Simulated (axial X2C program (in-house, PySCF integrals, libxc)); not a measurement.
What spin–orbit coupling does to GaF⁻

Calculated with an in-house all-electron X2C program for linear molecules (integrals from PySCF). Spin-free means the one-electron spin-free X2C Hamiltonian; two-component (2c) means X2C with spin–orbit coupling and atomic mean-field two-electron Coulomb and Gaunt terms, so the difference of the two also holds small scalar two-electron terms. Basis: Ga dyall-acv3z [10s10p8d5f1g], F dyall-av3z [7s6p3d2f] (cores contracted in-house); Gaussian nuclei, density fitting, unrestricted open shells. Masses: Ga 68.926 u, F 18.998 u.

Spin-free state: M_S = 1/2, Λ = 1 (beyond evenly filled blocks: π+α); fragments Ga + F-.

```csv
level,Re (Å),ωe (cm⁻¹),De (eV),μ (D)
PBE0,1.832,512.1,2.703,0.28
HF,1.796,557.3,2.646,0.66
MP2,1.850,499.0,2.622,n/a
CCSD,1.841,507.1,2.659,n/a
CCSD(T),1.848,500.2,2.657,n/a
PBEsol,1.835,512.0,2.895,0.28
```

Correlated methods: 11 electrons correlated (number of frozen shells: Ga 3 s, 2 p, 1 d; F 1 s), 289 virtual spin orbitals or spinors in MP2, 90 natural virtuals in coupled cluster.

Dipoles are positive if F is the positive end and refer to the centre of mass.

Problem. Within this multiplet, which Ω should lie lowest by the rule for regular and inverted multiplets?

Solution. The open π shell holds one electron, so the multiplet is regular: Ω = Λ − 1/2 = 1/2. The PBE0 2c search agrees, though Ω = 3/2 of the search lies only 0.03 eV higher.

Two-component determinant lowest at the distance of the search:

Ω = 1/2 (⟨Sz⟩ = -0.50, ⟨Lz⟩ = 1.00 at HF); fragments Ga + F-.

| level | Re (Å) | ωe (cm⁻¹) | De (eV) | μ (D) |
| --- | --- | --- | --- | --- |
| PBE0 | 1.834 | 509.7 | n/a | 0.27 |
| HF | 1.798 | 553.5 | n/a | 0.65 |
| MP2 | 1.852 | 497.3 | 2.581 | n/a |
| CCSD | 1.843 | 505.0 | 2.620 | n/a |
| CCSD(T) | 1.850 | 498.3 | 2.618 | n/a |
| PBEsol | 1.837 | 510.0 | n/a | 0.27 |

Problem. From the two tables, how do the constants change at the CCSD(T) level (2c against spin-free)?

Solution. At the CCSD(T) level Re increases by 0.002 Å and ωe goes down by 1.9 cm⁻¹; De changes by -0.039 eV.

The state is one determinant whose occupation by symmetry is held fixed; it was picked as the lowest of a PBE0 search that is not exhaustive. Dissociation energies refer to the lowest single-determinant-based atoms at the same level and basis. De is not given where an atomic determinant may have missed its ground term or J level, or where the truncated virtual space spoils (T). Density functionals use the spin component along the axis (collinear). Coupled cluster ran in a truncated set of natural virtual spinors; the MP2 energy of the rest was added. (T) has no such correction and the atoms are truncated less, which lowers De at CCSD(T) by a hundredth of an eV or more. The highest occupied level is positive at some bond lengths even in Hartree–Fock (under at least one Hamiltonian), so the basis set holds the extra electron there; where that holds at Re the anion is at best weakly bound and its constants depend on the basis. Other states lie close and PBE0, whose exact exchange favours high spin, may order them wrongly; the determinant shown need not be the ground state. The nearest other spin-free determinant of the search, M_S = 1/2, Λ = 0, lies 0.41 eV up at the distance of the search. Without a current term, density functionals place determinants with orbital angular momentum somewhat too high. With the outer-core shells frozen, correlated bond lengths of heavy atoms tend to come out a few hundredths of an ångström too long. Hartree–Fock gets electron affinities wrong, so its lowest charge split need not be the true one.
